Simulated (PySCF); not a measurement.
Vertical excitations of a molecule C₆H₆ from TDA-ωB97X/def2-SVPD run with PySCF, as energy in eV (oscillator strength): 4.92 (0.000), 5.05 (0.606), 6.00 (0.000), 6.84 (0.003), 7.19 (0.056), 7.52 (0.000), 7.74 (0.169), 7.87 (0.967), 7.95 (0.000), 7.98 (0.004). Lowest triplet (TDA): 2.88 eV. Geometry: PBE0-D3(BJ)/def2-SVP. One conformer was computed; it need not be the lowest.

Q: Identify the compound among the candidates.
A. C#CCC#CC
B. C=CC#CC=C
C. C#C[C@H]1C=CC1
D. C#CC(C)=C=C

A: B, C=CC#CC=C
